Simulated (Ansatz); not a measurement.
# An input for GeSiH5Cl (SMILES [SiH3][GeH2][Cl])

GeSiH5Cl: 8 atoms, total charge 0, spin state singlet. As SMILES, `[SiH3][GeH2][Cl]`. Geometry: relaxed at PBE0-D4/def2-TZVP.

| atom | x (Å) | y (Å) | z (Å) |
| --- | --- | --- | --- |
| Si | -0.8636 | 0.8273 | -0.3025 |
| Ge | 0.7383 | -0.8820 | 0.1184 |
| Cl | 1.9631 | -0.1837 | 1.7662 |
| H | -1.7449 | 0.4162 | -1.4273 |
| H | -0.1498 | 2.0787 | -0.6589 |
| H | -1.6785 | 1.0356 | 0.9202 |
| H | 1.7031 | -1.1352 | -1.0512 |
| H | 0.1246 | -2.2139 | 0.5792 |

Settings wanted:

```yaml
basis_set: def2-SVP
core_potential: none
integral_approximation: none
task: energy
method: BCCD(T)
reference: RHF
accuracy: high
frozen_core_orbitals: 19
start_density: atoms
```

Problem. Write the Ansatz 0.2.0 input and the command.

Solution. One that was run (others would do as well):

job.yaml:
```yaml
crystal:
  periodic: [false, false, false]
  atoms:
    - {symbol: Si, position_ang: [-0.863600, 0.827300, -0.302500]}
    - {symbol: Ge, position_ang: [0.738300, -0.882000, 0.118400]}
    - {symbol: Cl, position_ang: [1.963100, -0.183700, 1.766200]}
    - {symbol: H, position_ang: [-1.744900, 0.416200, -1.427300]}
    - {symbol: H, position_ang: [-0.149800, 2.078700, -0.658900]}
    - {symbol: H, position_ang: [-1.678500, 1.035600, 0.920200]}
    - {symbol: H, position_ang: [1.703100, -1.135200, -1.051200]}
    - {symbol: H, position_ang: [0.124600, -2.213900, 0.579200]}
basis:
  gaussian:
    orbitals: def2-SVP
correlation:
  method: bccd_t
  frozen_orbitals: {Cl: 5, Ge: 9, H: 0, Si: 5}
accuracy: high
scf:
  omitted_lower_state_checks: [cluster_reference, increment]
```

```bash
$ ansatz run job.yaml --threads 1 --pin off --max-ram 3480MiB --events-out events.jsonl --progress --plain --runs-dir runs
```

Calculated total energy: -2826.76946 Eh.
